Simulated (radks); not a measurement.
Values are calculated unless marked as measured or tabulated.
Species: Rh+. Configuration: [Kr] 4d8. Code: a radial shooting solver on a logarithmic mesh with Libxc functionals. Model: scalar-relativistic Kohn-Sham, PBE, spin-polarised, spherical densities, point nucleus; open shells are filled with parallel spins first (spin-orbit coupling, left out, can overturn this in heavy ions).

Local quantities along the radius. ELF = 1/(1 + alpha^2) is the electron localisation function; alpha = (tau - tau_W)/tau_unif compares the Pauli kinetic energy density with that of the uniform gas (summed over spins); r v_xc is r times the local exchange-correlation potential of spin up (hartree bohr); 4 pi r^2 rho is in e/bohr; s = |grad rho|/(2 (3 pi^2)^(1/3) rho^(4/3)) is the reduced gradient. tau is taken from the large components.

| r (bohr) | ELF | alpha | r v_xc | 4 pi r^2 rho | s |
|---|---|---|---|---|---|
| 0.002864 | 0.999 | 0.02440 | -0.1509 | 6.565 | 0.5223 |
| 0.003759 | 0.999 | 0.02685 | -0.1799 | 10.12 | 0.5029 |
| 0.004934 | 0.999 | 0.03084 | -0.2156 | 15.22 | 0.4949 |
| 0.006477 | 0.999 | 0.03734 | -0.2584 | 22.14 | 0.4979 |
| 0.008502 | 0.998 | 0.04829 | -0.3078 | 30.86 | 0.5124 |
| 0.01107 | 0.996 | 0.06708 | -0.3603 | 40.39 | 0.5391 |
| 0.01453 | 0.989 | 0.1042 | -0.4156 | 49.70 | 0.5816 |
| 0.01907 | 0.968 | 0.1828 | -0.4663 | 56.01 | 0.6403 |
| 0.02503 | 0.883 | 0.3640 | -0.5053 | 57.06 | 0.7064 |
| 0.03286 | 0.628 | 0.7703 | -0.5291 | 53.16 | 0.7350 |
| 0.04279 | 0.355 | 1.348 | -0.5427 | 49.16 | 0.6270 |
| 0.05616 | 0.342 | 1.388 | -0.5917 | 51.75 | 0.3873 |
| 0.07372 | 0.578 | 0.8545 | -0.7284 | 62.70 | 0.2848 |
| 0.09676 | 0.756 | 0.5683 | -0.8521 | 71.70 | 0.3654 |
| 0.127 | 0.695 | 0.6632 | -0.8947 | 65.93 | 0.5090 |
| 0.1654 | 0.386 | 1.262 | -0.8626 | 51.35 | 0.5331 |
| 0.2171 | 0.340 | 1.393 | -0.9125 | 47.65 | 0.2728 |
| 0.2849 | 0.662 | 0.7150 | -1.127 | 55.85 | 0.2440 |
| 0.374 | 0.773 | 0.5414 | -1.202 | 50.58 | 0.4539 |
| 0.4909 | 0.521 | 0.9595 | -1.054 | 28.71 | 0.7419 |
| 0.6444 | 0.181 | 2.129 | -0.8595 | 15.17 | 0.5485 |
| 0.839 | 0.558 | 0.8899 | -1.093 | 15.34 | 0.2504 |
| 1.101 | 0.757 | 0.5673 | -1.211 | 14.46 | 0.4527 |
| 1.446 | 0.614 | 0.7933 | -1.130 | 8.818 | 0.7262 |
| 1.897 | 0.338 | 1.400 | -0.9493 | 3.882 | 1.050 |
| 2.491 | 0.138 | 2.503 | -0.7417 | 1.382 | 1.540 |
| 3.243 | 0.042 | 4.757 | -0.5585 | 0.3998 | 2.514 |
| 4.257 | 0.007 | 11.97 | -0.4393 | 0.07530 | 5.003 |
| 5.587 | 0.000 | 45.74 | -0.2640 | 0.007726 | 12.61 |

On this mesh the ELF has minima near r = 0.049, 0.19, 0.64 bohr, which separate the shells, and maxima near 0.11 (0.76), 0.37 (0.77), 1.1 (0.76).

Self-consistent cycle (total energy in hartree, residual of the potential): 1: -4781.264953, 5e+00; 2: -4783.351656, 2e+00; 3: -4783.833872, 5e-01; 4: -4783.837068, 4e-01; 5: -4783.866180, 5e-03; 6: -4783.865929, 5e-03; 7: -4783.865925, 2e-04; 8: -4783.865921, 2e-04; 9: -4783.865921, 5e-05; 10: -4783.865921, 2e-05; 11: -4783.865921, 6e-06; 12: -4783.865921, 5e-08; 13: -4783.865921, 1e-08; 14: -4783.865921, 5e-10.
